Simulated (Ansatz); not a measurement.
`[SiH3]C[SiH](Cl)Cl` + `[OH][SnH3]` → `[SiH3][O][SnH3]` + `C[SiH](Cl)Cl` at 400 K and 1 bar (ligand exchange at the Si–C bond).

Computed with Ansatz on PBE0-D4/def2-TZVP structures; ΔE is electronic, products minus reactants. CBS: MP2 limit from def2 TZ/QZ plus the TZ coupled-cluster correction, frozen cores. def2 core potentials past Kr. For Sn outer-core shells are correlated without core-valence functions, which leaves a few kJ/mol of doubt a bond. Each species was taken in one conformer, which may not be the lowest.

```json
{"species": "`[SiH3]C[SiH](Cl)Cl`", "CCSD(T)/CBS energy (Eh)": "-1539.49563", "H − E (kJ/mol)": "207.4", "S (J/(mol·K))": "426.0"}
{"species": "`[OH][SnH3]`", "CCSD(T)/CBS energy (Eh)": "-291.59405", "H − E (kJ/mol)": "108.6", "S (J/(mol·K))": "309.2"}
{"species": "`[SiH3][O][SnH3]`", "CCSD(T)/CBS energy (Eh)": "-581.91447", "H − E (kJ/mol)": "160.4", "S (J/(mol·K))": "398.1"}
{"species": "`C[SiH](Cl)Cl`", "CCSD(T)/CBS energy (Eh)": "-1249.21450", "H − E (kJ/mol)": "157.0", "S (J/(mol·K))": "357.9"}
```

H − E and S are ideal-gas, rigid-rotor, harmonic terms from PBE0-D4/def2-TZVP, for one conformer and one mirror image of each species. 1 Eh = 2625.50 kJ/mol, R = 8.31446 J/(mol·K).

Q: By hand: ΔE, ΔH, ΔS and ΔG.

A: ΔE = (-581.91447) + (-1249.21450) − (-1539.49563) − (-291.59405) = -0.03929 Eh = -103.2 kJ/mol. Δ(H − E) = 160.4 + 157.0 − 207.4 − 108.6 = 1.4, so ΔH = -101.8 kJ/mol. ΔS = 398.1 + 357.9 − 426.0 − 309.2 = 20.8 J/(mol·K). ΔG = -101.8 − 400 × (20.8)/1000 = -110.1 kJ/mol.

Q: By hand: the equilibrium constant, and the temperature at which ΔG would vanish if ΔH and ΔS stayed fixed.

A: log₁₀ K = −ΔG/(RT ln 10) = 14.4. ΔH and −TΔS have one sign here, so there is no such temperature.

ΔH outweighs TΔS. A doubt of 5 kJ/mol in ΔE shifts log₁₀ K by 0.7 here. Other conformers and mirror images would add mixing entropy, several J/(mol·K) or more a flexible species. Modes under 60 cm⁻¹, often nearly free rotors, make the harmonic entropy too high. These are equilibria of isolated gas molecules and say nothing of rates. Largest T1 diagnostic: 0.014 (customary marks: 0.02 for closed shells, 0.045 for open ones).
